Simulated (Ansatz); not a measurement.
Two isomers of CH4N2SSi: A = `N=C1N[SiH2]S1`, B = `NC1=N[SiH2]S1`.

Gas-phase electronic energies from Ansatz, PBE0-D4/def2-TZVP geometries. CCSD(T)/CBS adds triple-zeta CCSD(T) − MP2 to the extrapolated MP2 energy (def2 sets, frozen cores). Functionals use def2-TZVPP. Each species was taken in one conformer, which may not be the lowest.

A:

Z-matrix (Å, degrees):
```
Si
S 1 2.133
C 1 2.412 2 47.0
N 1 1.731 2 81.1 3 0.0
H 1 1.482 2 116.6 3 114.2
H 1 1.482 2 116.6 3 -114.2
N 3 1.254 1 171.3 2 -179.9
H 4 1.007 1 139.6 2 -179.9
H 7 1.013 3 113.2 1 179.9
```

B:

```xyz
9

N    -0.801    0.258   -1.696
C    -0.232    0.081   -0.493
N     0.283   -1.019   -0.055
Si    0.746   -0.327    1.461
S    -0.144    1.480    0.646
H    -0.880   -0.537   -2.306
H    -1.231    1.127   -1.948
H     0.058   -0.848    2.667
H     2.202   -0.215    1.725
```

Which isomer does CCSD(T)/CBS put lower? Give the gap. (An estimate is asked.)

Computed: A, by 11.9 kJ/mol.

Give E(B) − E(A) in kJ/mol with MP2/def2-TZVPP, ωB97M-V, PBE0-D4, B2PLYP, HF/def2-TZVPP, CCSD/def2-TZVPP, CCSD(T)/def2-TZVPP. (An estimate is asked.)

Computed: MP2/def2-TZVPP 8.4, ωB97M-V 10.2, PBE0-D4 11.1, B2PLYP 11.8, HF/def2-TZVPP 11.4, CCSD/def2-TZVPP 13.4, CCSD(T)/def2-TZVPP 12.7. None reverses the order clearly.

Largest T1 diagnostic: 0.015.
